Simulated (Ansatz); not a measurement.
Two isomers of C3H6FNSi: A = `C[Si](C)(F)C#N`, B = `C[C@@H]1C=N[Si@H]1F`.

Isolated molecules relaxed with PBE0-D4/def2-TZVP in Ansatz; ΔE leaves out vibrations. CBS: MP2 limit from def2 TZ/QZ plus the TZ coupled-cluster correction, frozen cores. DFT in def2-TZVPP. B3LYP here is the variant with VWN-RPA as its local correlation; programs differ in this.

Which isomer does CCSD(T)/CBS put lower? Give the gap. (An estimate is asked.)

Computed: A, by 143.2 kJ/mol.

Give E(B) − E(A) in kJ/mol with CCSD(T)/def2-SVP, CCSD/def2-TZVPP, PBE0-D4, BLYP-D4, LDA (SPW92), MP2/def2-TZVPP, B3LYP. (Estimate.)

Ansatz gave: CCSD(T)/def2-SVP 144.1, CCSD/def2-TZVPP 149.5, PBE0-D4 118.6, BLYP-D4 150.4, LDA (SPW92) 89.7, MP2/def2-TZVPP 151.1, B3LYP 146.6. None reverses the order clearly.

Does the order hold for the free energy at 298.15 K (harmonic terms from PBE0-D4)? (Estimate.)

Computed: Yes: G(B) − G(A) = +154.3 kJ/mol.

Largest T1 diagnostic: 0.012.

From r2SCAN to r2SCAN0 (25 % exact exchange), in def2-TZVPP and without D4, E(B) − E(A) moves by −7.1 kJ/mol. In def2-TZVPP, CCSD(T) changes the Hartree–Fock value by −12.2 kJ/mol (the triples alone add −2.1 kJ/mol) and MP2 by −8.5 kJ/mol.
